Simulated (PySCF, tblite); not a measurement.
Isomers of C6H12N2OSi. Computed values, GFN2-xTB/tblite, gas phase, harmonic and unscaled. This tight-binding method is rough: wavenumbers can miss measured ones by several per cent, in bad cases by 10 to 20. Modes of hydrogen on silicon can be 10 to 20 % off. One conformer each.

Electronic energies: PBE0/pcSseg-1 single points on the GFN2-xTB geometries (PySCF, gas phase).

```csv
SMILES,"electronic energy, lowest = 0 (kJ/mol)"
CN[Si@@H](C)/C=C(\C#N)OC,148.9
C=C[Si@H](O)N(C)CCC#N,49.0
CN[SiH2]CCc1ncco1,81.6
CC(=O)N(C)[C@@H]1C=N[SiH2]C1,53.6
CCCN([SiH2]C#N)C(C)=O,2.8
CC(=O)N([SiH2]C#N)C(C)C,0.0
Cc1nnc([Si](C)(C)C)o1,19.8
```

Task: How do GFN2-xTB zero-point energies change the relative energies?

Result: 
```tsv
SMILES	ZPE (kJ/mol)	of it from modes above 1550 cm⁻¹	electronic (kJ/mol)	with ZPE, lowest = 0 (kJ/mol)	lowest mode (cm⁻¹)	rings
CC(=O)N([SiH2]C#N)C(C)C	449.9	232.3	0.0	0.0	39	0
CCCN([SiH2]C#N)C(C)=O	450.9	231.3	2.8	3.8	43	0
Cc1nnc([Si](C)(C)C)o1	455.0	227.7	19.8	24.8	11i	1
C=C[Si@H](O)N(C)CCC#N	450.2	239.0	49.0	49.3	25	0
CC(=O)N(C)[C@@H]1C=N[SiH2]C1	452.0	227.5	53.6	55.7	44	1
CN[SiH2]CCc1ncco1	454.4	219.5	81.6	86.1	24	1
CN[Si@@H](C)/C=C(\C#N)OC	448.0	237.3	148.9	146.9	34	0
```

The zero-point energies span 7.0 kJ/mol, from `CN[Si@@H](C)/C=C(\C#N)OC` to `Cc1nnc([Si](C)(C)C)o1`. Slightly imaginary modes are left out of the zero-point energy: `Cc1nnc([Si](C)(C)C)o1` 10.7i cm⁻¹. The order is unchanged.

Task: And how do the electronic energies of GFN2-xTB itself compare?

Result: `CC(=O)N([SiH2]C#N)C(C)C` 25.0; `CCCN([SiH2]C#N)C(C)=O` 32.3; `Cc1nnc([Si](C)(C)C)o1` 101.7; `C=C[Si@H](O)N(C)CCC#N` 66.1; `CC(=O)N(C)[C@@H]1C=N[SiH2]C1` 4.1; `CN[SiH2]CCc1ncco1` 0.0; `CN[Si@@H](C)/C=C(\C#N)OC` 213.2 kJ/mol, lowest = 0. Against the energies above, taken from the same isomer `CC(=O)N([SiH2]C#N)C(C)C`, the largest difference is 106.6 kJ/mol.

Task: What do entropy and thermal enthalpy add at 298.15 K and 1 bar (rigid rotor, harmonic oscillator, one conformer each)?

Result: 
| SMILES | point group | symmetry number | S (J/(mol K)) | H − H(0) (kJ/mol) | ZPE + H − H(0) − TS (kJ/mol) |
| --- | --- | --- | --- | --- | --- |
| CC(=O)N([SiH2]C#N)C(C)C | C1 | 1 | 472.6 | 36.89 | 345.9 |
| CCCN([SiH2]C#N)C(C)=O | C1 | 1 | 476.0 | 36.77 | 345.7 |
| CC(=O)N(C)[C@@H]1C=N[SiH2]C1 | C1 | 1 | 444.7 | 33.02 | 352.4 |
| CN[Si@@H](C)/C=C(\C#N)OC | C1 | 1 | 496.3 | 39.30 | 339.3 |

Not tabulated: `Cc1nnc([Si](C)(C)C)o1` (lowest mode only 11i cm⁻¹); `C=C[Si@H](O)N(C)CCC#N` (lowest mode only 25 cm⁻¹); `CN[SiH2]CCc1ncco1` (lowest mode only 24 cm⁻¹).
